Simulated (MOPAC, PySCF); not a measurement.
[Mo(Cl)4(NH2)2], neutral singlet in the gas phase. 

Z-matrix (Å, degrees):
```
Mo
N 1 1.9503
H 2 1.0231 1 128.75
H 2 1.0234 3 111.53 1 179.69
N 1 1.9504 2 76.62 3 -0.41
H 5 1.0231 1 128.74 2 -0.13
H 5 1.0234 6 111.55 3 -179.72
Cl 1 2.3423 2 98.03 3 96.18
Cl 1 2.3432 2 98.21 3 -96.73
Cl 1 2.3529 2 159.08 3 -0.18
Cl 1 2.3529 2 82.50 3 179.83
```
Charge 0, multiplicity 1.

All levels are single points at this geometry (TPSS-D3(BJ)/def2-SVP); Pople sets use spherical d functions. Orbital energies aren't observables, and empty levels follow the basis.

| level | HOMO (eV) | LUMO (eV) | gap (eV) | dipole (D) | vertical IE, Delta-SCF (eV) |
|---|---|---|---|---|---|
| B3LYP-D3(BJ)/def2-TZVP in PySCF | -7.79 | -4.90 | 2.89 | 5.68 | – |
| PBE-D3(BJ)/def2-TZVP in PySCF | -6.72 | -5.27 | 1.45 | 5.47 | – |
| TPSSh-D3(BJ)/def2-TZVP in PySCF | -7.35 | -5.08 | 2.26 | 5.70 | – |
| B3LYP/6-311+G** (LANL2DZ on Mo) in PySCF | -7.91 | -5.27 | 2.64 | 6.00 | – |
| B3LYP/LANL2DZ in PySCF | -7.96 | -5.35 | 2.62 | 6.90 | – |
| BP86/6-31G* (LANL2DZ on Mo) in PySCF | -6.79 | -5.56 | 1.23 | 6.28 | – |
| M06-2X/6-31G* (LANL2DZ on Mo) in PySCF | -9.40 | -4.42 | 4.98 | 6.96 | – |
| PBE/6-31G* (LANL2DZ on Mo) in PySCF | -6.70 | -5.47 | 1.23 | 6.26 | 9.24 |
| SVWN5/6-31G* (LANL2DZ on Mo) in PySCF | -6.80 | -5.58 | 1.22 | 6.27 | – |
| HF/6-31G* (LANL2DZ on Mo) in PySCF | -11.33 | -2.48 | 8.86 | 7.48 | – |
| AM1 in MOPAC | -11.75 | -3.19 | 8.55 | 7.45 | – |
| PM6 in MOPAC | -10.11 | -0.95 | 9.16 | 6.60 | – |
| PM7 in MOPAC | -10.88 | -1.82 | 9.06 | 8.07 | – |
